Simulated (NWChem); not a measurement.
# C$_{3}$H$_{5}$Br; SMILES C=C(C)Br

```xyz
9

C      1.3089    -1.5244     0.0000
C      0.1109    -0.9419     0.0000
C     -1.2119    -1.6287     0.0000
Br    -0.0052     0.9585     0.0000
H      2.2370    -0.9510     0.0000
H      1.3747    -2.6162     0.0000
H     -1.8013    -1.3450     0.8859
H     -1.0754    -2.7199     0.0000
H     -1.8013    -1.3450    -0.8859
```
Atoms are numbered in this order, from 1.

The geometry was optimised at PBE0/def2-SVP.

Symmetry labels are those of Cs in the frame above (b1 and b2, or b-type labels, depend on it).

Problem. List the 4 lowest vertical singlet excitations from PBE0/def2-SVPD, TDA (NWChem).

Solution. 
```json
[
 {"state": "S1", "energy (eV)": "5.73", "oscillator strength": "0.000", "symmetry": "a\"", "leading excitation (squared amplitude)": "HOMO → LUMO+1 (0.97)"},
 {"state": "S2", "energy (eV)": "6.53", "oscillator strength": "0.000", "symmetry": "a\"", "leading excitation (squared amplitude)": "HOMO−1 → LUMO (1.00)"},
 {"state": "S3", "energy (eV)": "6.55", "oscillator strength": "0.220", "symmetry": "a'", "leading excitation (squared amplitude)": "HOMO → LUMO (0.80)"},
 {"state": "S4", "energy (eV)": "6.68", "oscillator strength": "0.007", "symmetry": "a'", "leading excitation (squared amplitude)": "HOMO−1 → LUMO+1 (0.96)"}
]
```
